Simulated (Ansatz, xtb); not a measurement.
## Relaxing a trial structure of Cl2HSi2

The starting geometry of this gas-phase doublet has its atoms placed at random.

```yaml
atoms:
  - { symbol: Cl, position_ang: [-0.9266, -0.7156, -0.9967] }
  - { symbol: Cl, position_ang: [-0.6166, 0.3880, 0.9435] }
  - { symbol: Si, position_ang: [1.2297, 0.2265, 0.8448] }
  - { symbol: Si, position_ang: [-0.1845, 1.0850, -1.5199] }
  - { symbol: H, position_ang: [1.2136, 0.5309, -0.9743] }
```

One run relaxed it with r2SCAN-D4/def2-SVP. What is a likely outcome?

It ends as a structure with Cl2 bridging Si3 and Si4, H5 bridging Si3 and Si4, given below by its coordinates. Distances that change by over a tenth: Cl2–Si3 (1.86 → 2.32 Å). Contacts that open: Cl1–Cl2 (2.25 → 3.37 Å). Contacts that close: Cl2–Si4 (2.60 → 2.34 Å), Si3–H5 (1.84 → 1.68 Å).

The energy falls by 4.58 eV over 12 steps:

```
step  E − E(last) (eV)
   1             4.579
   2             1.827
   3             0.744
   5             0.084
   6             0.021
   7             0.009
   8             0.004
  10             0.000
  11             0.000
  12             0.000
```

Final geometry (Å):

```
atom    x (Å)    y (Å)    z (Å)
  Cl  -1.0246  -1.0318  -1.6231
  Cl  -0.6180   0.8923   1.1084
  Si   1.5535   0.1366   0.8087
  Si  -0.4040   0.9375  -1.2190
   H   1.2088   0.5802  -0.7775
```

From the same start GFN2-xTB ends elsewhere, differing in Cl2–Si4 (3.44 against 2.34 Å here), Si3–Si4 (2.23 against 2.93 Å here), Si3–H5 (3.24 against 1.68 Å here).

From so rough a start the end depends on the optimiser's path, so another program may land elsewhere. No frequencies were run, so the end isn't proven a minimum. Open shells are spin-unrestricted. Run with Ansatz 0.2.0, 74 s on 1 thread of Intel(R) Xeon(R) 6975P-C (Granite Rapids) (shared host).
